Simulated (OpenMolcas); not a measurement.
Xe6+: effect of the basis set

```yaml
Program: OpenMolcas 26.06
Method: "SS-CASPT2, IPEA 0.25 Eh, imaginary shift 0.1 Eh (closed shells correlated: 4d)"
Active_space: 2 electrons in 8 orbitals (5s 5p 6s 6p)
State_averaging: 2S+1 = 3 even, 3 roots; 2S+1 = 1 even, 7 roots; 2S+1 = 3 odd, 3 roots; 2S+1 = 1 odd, 3 roots
Spin-orbit_coupling: RASSI with atomic mean-field integrals over the reference wave functions, term energies averaged over their components
```

A. ANO-R2 [7s6p4d2f1g], X2C, finite nucleus; CASPT2 step of the order of 3 core-seconds
B. ANO-RCC-VTZP [7s6p4d2f1g], DKH2, point nucleus; CASPT2 step roughly 4 core-seconds
C. ANO-RCC-VQZP [8s7p5d3f2g], DKH2, point nucleus; CASPT2 step of the order of 8 core-seconds
D. ANO-RCC [10s9p8d5f3g], DKH2, point nucleus; CASPT2 step roughly 20 core-seconds

Energies in cm⁻¹ above 5s² ¹S₀, the measured ground level; measured values from Saloman, J. Phys. Chem. Ref. Data 33, 765 (2004).

```json
{"Level": "5s² ¹S₀", "A": "0.0", "B": "0.0", "C": "0.0", "D": "0.0", "Measured": "0.0"}
{"Level": "5s 5p ³P°₀", "A": "96130", "B": "96550", "C": "96850", "D": "96500", "Measured": "96141"}
{"Level": "5s 5p ³P°₁", "A": "100090", "B": "100530", "C": "100660", "D": "100400", "Measured": "100451"}
{"Level": "5s 5p ³P°₂", "A": "111890", "B": "112270", "C": "111940", "D": "111980", "Measured": "113676"}
{"Level": "5s 5p ¹P°₁", "A": "139860", "B": "140920", "C": "140240", "D": "140100", "Measured": "143259"}
{"Level": "5p² ³P₀", "A": "223680", "B": "225060", "C": "225190", "D": "224580", "Measured": "223673"}
{"Level": "5p² ³P₁", "A": "233210", "B": "234510", "C": "234270", "D": "233950", "Measured": "234685"}
{"Level": "5p² ¹D₂ [60 %]", "A": "234580", "B": "235930", "C": "235470", "D": "235060", "Measured": "236100"}
{"Level": "5p² ³P₂ [60 %]", "A": "249340", "B": "250630", "C": "249720", "D": "249690", "Measured": "251853"}
{"Level": "5p² ¹S₀", "A": "272440", "B": "274100", "C": "272850", "D": "272560", "Measured": "273208"}
```

Deviations, from unrounded energies. A percentage is the sum of absolute deviations over the sum of measured energies, with the sign that they share, or ± where signs differ.

```
           Against measurement  Levels     A     B     C     D
mean absolute deviation (cm-1)       9  1300   900  1200  1200
      other configurations (%)       9  ±0.7  ±0.5  ±0.6  ±0.6
```

B lies closest to measurement on these levels and A furthest from it. The largest miss of B in the table is 5s 5p ¹P°₁, by -2300 cm-1. The ranking rests on the paired levels alone, and a cruder setting can come out closer through cancelling errors.

Among A to D the level of the table that moves most is 5p² ¹S₀, by 1700 cm-1 (lowest in A, highest in B). Moves below CASPT2's spread within the term are not significant.

CASPT2 breaks the degeneracy within a term, and the mean is taken; among the terms shown or strongly mixed into the levels shown the widest spread is 170 cm-1 (5p² ¹D, B). Over all roots computed the reference weight is 0.89 to 0.95 in A, 0.89 to 0.96 in B, 0.89 to 0.95 in C, 0.89 to 0.95 in D; the roots of lowest weight are the least certain, and an intruder state may touch them. Active for correlation alone: 6p 6s; no level in the range computed is led by a configuration that fills them, so any true level of that kind is missing. The ¹D term of p² mixes with s d, which this space lacks. Computed and measured levels are paired by configuration, term and J; levels that our copy of the source lacks, or whose pairing is in doubt (as where it misses far off the trend of its configuration), stay unpaired and out of the deviations. Only configurations of the active space appear.

A share in square brackets marks a mixed level and gives the weight of the term that names it, the lowest over the columns. ° marks odd parity.
